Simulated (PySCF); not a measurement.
TiF3, SMILES [F][Ti]([F])[F] (connectivity only; charge and spin as stated), neutral, multiplicity 2. Geometry: PBE0-D3(BJ)/def2-SVP. The multiplicity is an assumed one; other spin states were not compared. The isomer is the one that the SMILES or the coordinates give; other isomers of the formula were not compared.

The numbers are results of PySCF with PBE0-D3(BJ)/def2-SVP, not measurements.

Harmonic wavenumbers (cm⁻¹): 89, 183, 183, 691, 810, 810. Rotational constants (GHz): 5.761, 5.761, 2.880; symmetry number 6.

Task: Work out the zero-point energy and the ideal-gas rigid-rotor harmonic-oscillator thermochemistry at 298.15 K and 1 atm.

Result: ZPE = ½ Σ hcν = ½ × 2767 cm⁻¹ = 16.55 kJ/mol. H − E(el) = 32.24 kJ/mol. Entropy in J/(mol K): translation 166.77, rotation 92.31, vibration 37.61, spin 5.76, total 302.46. G − E(el) = -57.94 kJ/mol. Cp = 65.88 J/(mol K). Modes under 150 cm⁻¹ make the vibrational entropy uncertain.
